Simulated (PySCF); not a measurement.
HAlBr$_{2}$O (SMILES [OH][Al]([Br])[Br]), singlet, geometry from GFN2-xTB (such geometries of metal compounds can be far from the true shape); PySCF with CASSCF(8,7)/STO-3G.

PySCF was given this input:
```python
from pyscf import gto, scf, mcscf
import numpy

mol = gto.M(
    atom='''
Al    0.52314072   -0.16002934    0.38517703
Br   -1.22013567   -1.56759525    0.25268460
Br    0.54205674    1.77502036   -0.75193923
O     1.79916875   -0.55036777    1.32468847
H     2.53858319   -0.77655549    1.86910310
''',
    basis='sto-3g',
    verbose=4,
)

mf = scf.RHF(mol)
mf.kernel()
mc = mcscf.CASSCF(mf, 7, 8)
mc.fix_spin_(ss=0.0)
mc.kernel()
occ = numpy.linalg.eigvalsh(mc.fcisolver.make_rdm1(mc.ci, mc.ncas, mc.nelecas))[::-1]
ss = mc.fcisolver.spin_square(mc.ci, mc.ncas, mc.nelecas)[0]
print('natural occupations', occ.round(4), ' <S^2>', round(ss, 4))
```

The log (banner, timings and long lists left out):

```
PySCF version 2.14.0

[INPUT] verbose = 4
[INPUT] num. atoms = 5
[INPUT] num. electrons = 92
[INPUT] charge = 0
[INPUT] spin (= nelec alpha-beta = 2S) = 0
[INPUT] symmetry False subgroup None
[INPUT] Mole.unit = angstrom
[INPUT] Symbol           X                Y                Z      unit          X                Y                Z       unit  Magmom
[...]
nuclear repulsion = 518.252029604647
number of shells = 25
number of NR pGTOs = 153
number of NR cGTOs = 51
basis = sto-3g
ecp = {}

******** <class 'pyscf.scf.hf.RHF'> ********
method = RHF
initial guess = minao
damping factor = 0
level_shift factor = 0
DIIS = <class 'pyscf.scf.diis.CDIIS'>
diis_start_cycle = 1
diis_space = 8
diis_damp = 0
SCF conv_tol = 1e-09
SCF conv_tol_grad = None
SCF max_cycles = 50
direct_scf = True
direct_scf_tol = 1e-13
Set gradient conv threshold to 3.16228e-05
Initial guess from minao.
init E= -5395.41869057102
[...]
cycle= 1 E= -5402.8219267783  delta_E= -7.4  |g|= 0.533  |ddm|= 2.71
[...]
cycle= 2 E= -5402.93358123215  delta_E= -0.112  |g|= 0.141  |ddm|= 1.08
[...]
cycle= 3 E= -5402.94079843055  delta_E= -0.00722  |g|= 0.0272  |ddm|= 0.232
[...]
cycle= 4 E= -5402.94116106738  delta_E= -0.000363  |g|= 0.00363  |ddm|= 0.0534
[...]
cycle= 5 E= -5402.94116851618  delta_E= -7.45e-06  |g|= 0.000689  |ddm|= 0.00872
[...]
cycle= 6 E= -5402.94116892245  delta_E= -4.06e-07  |g|= 0.000167  |ddm|= 0.00209
[...]
cycle= 7 E= -5402.94116895139  delta_E= -2.89e-08  |g|= 2.66e-05  |ddm|= 0.000662
[...]
cycle= 8 E= -5402.94116895212  delta_E= -7.26e-10  |g|= 4.2e-06  |ddm|= 0.000107
[...]
Extra cycle  E= -5402.94116895215  delta_E= -3.91e-11  |g|= 1.8e-06  |ddm|= 1.07e-05
converged SCF energy = -5402.94116895215

******** <class 'pyscf.mcscf.mc1step.CASSCF'> ********
CAS (4e+4e, 7o), ncore = 42, nvir = 2
max_cycle_macro = 50
max_cycle_micro = 4
conv_tol = 1e-07
conv_tol_grad = None
orbital rotation max_stepsize = 0.02
orbital rotation threshold for CI restart = 0.01
augmented hessian ah_max_cycle = 30
augmented hessian ah_conv_tol = 1e-12
augmented hessian ah_linear dependence = 1e-14
augmented hessian ah_level shift = 1e-08
augmented hessian ah_start_tol = 2.5
augmented hessian ah_start_cycle = 3
augmented hessian ah_grad_trust_region = 3
kf_trust_region = 3
kf_interval = 4
ci_response_space = 4
ci_grad_trust_region = 3
with_dep4 0
natorb = False
canonicalization = True
sorting_mo_energy = False
ao2mo_level = 2
internal_rotation = False
[...]
CASCI E = -5402.94269592480  S^2 = 0.0000000
[...]
               |grad[o]|=0.00143  |grad[c]|=0.0035  |ddm|=0.0012  |maxRot[o]|=0.00141
macro iter  41 ( 21 JK    4 micro), CASSCF E = -5402.97017991715  dE = -5.10091922e-07  S^2 = 0.0000000
               |grad[o]|=0.00142  |grad[c]|=0.00351  |ddm|=0.0012  |maxRot[o]|=0.00124
macro iter  42 ( 21 JK    4 micro), CASSCF E = -5402.97018033919  dE = -4.22047378e-07  S^2 = 0.0000000
               |grad[o]|=0.00142  |grad[c]|=0.00351  |ddm|=0.0012  |maxRot[o]|=0.00109
macro iter  43 ( 21 JK    4 micro), CASSCF E = -5402.97018068436  dE = -3.45165063e-07  S^2 = 0.0000000
               |grad[o]|=0.00142  |grad[c]|=0.00351  |ddm|=0.00119  |maxRot[o]|=0.00096
macro iter  44 ( 21 JK    4 micro), CASSCF E = -5402.97018096508  dE = -2.80719178e-07  S^2 = 0.0000000
               |grad[o]|=0.00142  |grad[c]|=0.00351  |ddm|=0.00119  |maxRot[o]|=0.000848
macro iter  45 ( 21 JK    4 micro), CASSCF E = -5402.97018119491  dE = -2.29833859e-07  S^2 = 0.0000000
               |grad[o]|=0.00142  |grad[c]|=0.00352  |ddm|=0.00119  |maxRot[o]|=0.00075
macro iter  46 ( 21 JK    4 micro), CASSCF E = -5402.97018138459  dE = -1.89682396e-07  S^2 = 0.0000000
               |grad[o]|=0.00141  |grad[c]|=0.00352  |ddm|=0.00119  |maxRot[o]|=0.000663
macro iter  47 ( 21 JK    4 micro), CASSCF E = -5402.97018154211  dE = -1.57518116e-07  S^2 = 0.0000000
               |grad[o]|=0.00141  |grad[c]|=0.00352  |ddm|=0.00119  |maxRot[o]|=0.000587
macro iter  48 ( 21 JK    4 micro), CASSCF E = -5402.97018167360  dE = -1.31491106e-07  S^2 = 0.0000000
               |grad[o]|=0.00141  |grad[c]|=0.00352  |ddm|=0.00119  |maxRot[o]|=0.000519
macro iter  49 ( 21 JK    4 micro), CASSCF E = -5402.97018178376  dE = -1.10156179e-07  S^2 = 0.0000000
               |grad[o]|=0.00141  |grad[c]|=0.00352  |ddm|=0.00119  |maxRot[o]|=0.000459
macro iter  50 ( 21 JK    4 micro), CASSCF E = -5402.97018187640  dE = -9.26429493e-08  S^2 = 0.0000000
               |grad[o]|=0.00141  |grad[c]|=0.00352  |ddm|=0.00119  |maxRot[o]|=0.000407
1-step CASSCF not converged,  50 macro (953 JK 187 micro) steps
CASSCF canonicalization
Density matrix diagonal elements [1.98278992 1.98669351 1.9985067  1.98408201 0.01929642 0.01869703
 0.00993441]
CASSCF energy = -5402.97018187640
CASCI E = -5402.97018187640  E(CI) = -12.6078650364134  S^2 = 0.0000000
natural occupations [1.9986 1.9871 1.9856 1.984  0.0191 0.0158 0.0099]  <S^2> 0.0
```

Convergence was not reached.
